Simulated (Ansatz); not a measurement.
`O=C=[N][GaH][Cl]` + HCl → `[Cl][GaH][Cl]` + `N=C=O` at 600 K and 1 bar (ligand exchange at a Ga–N bond).

Calculated with Ansatz (gas phase, PBE0-D4/def2-TZVP geometries, no zero-point term in ΔE). CCSD(T)/CBS is the MP2 limit (def2-TZVPP, def2-QZVPP) plus CCSD(T) − MP2 in def2-TZVPP, frozen cores. This one scheme is used for every species. For Ga outer-core shells are correlated without core-valence functions, which leaves a few kJ/mol of doubt a bond. Scalar relativity is left out up to krypton. Each species was taken in one conformer, which may not be the lowest.

```
           species  CCSD(T)/CBS energy (Eh)  H − E (kJ/mol)  S (J/(mol·K))
`O=C=[N][GaH][Cl]`              -2552.32599           105.5          417.8
               HCl               -460.38127            35.4          207.2
   `[Cl][GaH][Cl]`              -2844.19972            59.6          348.0
           `N=C=O`               -168.51995            83.3          274.5
```

H − E and S are ideal-gas, rigid-rotor, harmonic terms from PBE0-D4/def2-TZVP, for one conformer and one mirror image of each species. 1 Eh = 2625.50 kJ/mol, R = 8.31446 J/(mol·K).

Task: By hand: ΔE, ΔH, ΔS and ΔG.

Result: ΔE = (-2844.19972) + (-168.51995) − (-2552.32599) − (-460.38127) = -0.01241 Eh = -32.6 kJ/mol. Δ(H − E) = 59.6 + 83.3 − 105.5 − 35.4 = 2.0, so ΔH = -30.6 kJ/mol. ΔS = 348.0 + 274.5 − 417.8 − 207.2 = -2.5 J/(mol·K). ΔG = -30.6 − 600 × (-2.5)/1000 = -29.1 kJ/mol.

Task: By hand: the equilibrium constant, and the temperature at which ΔG would vanish if ΔH and ΔS stayed fixed.

Result: log₁₀ K = −ΔG/(RT ln 10) = 2.5. ΔG = 0 at ΔH/ΔS = 12240 K, far beyond where these terms or the molecules hold.

The number of gas molecules stays the same, so ΔS is small and ΔH decides. A doubt of 5 kJ/mol in ΔE shifts log₁₀ K by 0.4 here. Other conformers and mirror images would add mixing entropy, several J/(mol·K) or more a flexible species. Modes under 60 cm⁻¹, often nearly free rotors, make the harmonic entropy too high. These are equilibria of isolated gas molecules and say nothing of rates. Largest T1 diagnostic: 0.018 (customary marks: 0.02 for closed shells, 0.045 for open ones).
